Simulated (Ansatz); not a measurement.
Correlation energies of `PS[CH2][SnH3]` by basis set

Cartesian coordinates in Å:
```
P -1.061 -1.601 1.145
S 0.586 -0.350 1.549
C 1.185 -0.061 -0.138
Sn -0.086 1.258 -1.276
H -2.050 -0.922 1.905
H -0.813 -2.559 2.162
H 1.343 -1.009 -0.652
H 2.159 0.418 -0.017
H 0.113 2.840 -0.666
H -1.707 0.765 -1.076
H 0.332 1.221 -2.935
```

Charge 0, multiplicity 1. Correlated methods include outer-core shells of Sn, which these sets cover unevenly. Sn: def2 effective core potential. Geometry: relaxed with PBE0-D4/def2-TZVP. It is one conformer, not always the lowest. Frozen core, restricted reference, Ansatz.

```tsv
basis	HF (Eh)	MP2 corr.
def2-SVP	-993.25421	-0.51640
def2-TZVPP	-993.57068	-0.85031
def2-QZVPP	-993.59567	-1.10208
```

(1) Estimate the CCSD correlation energy and the (T) correction in each basis where they were run (hartree).

## Answers

(1) 
```json
{"basis": "def2-SVP", "CCSD corr.": "-0.58332", "(T)": "-0.01839"}
{"basis": "def2-TZVPP", "CCSD corr.": "-0.90170", "(T)": "-0.03579"}
```
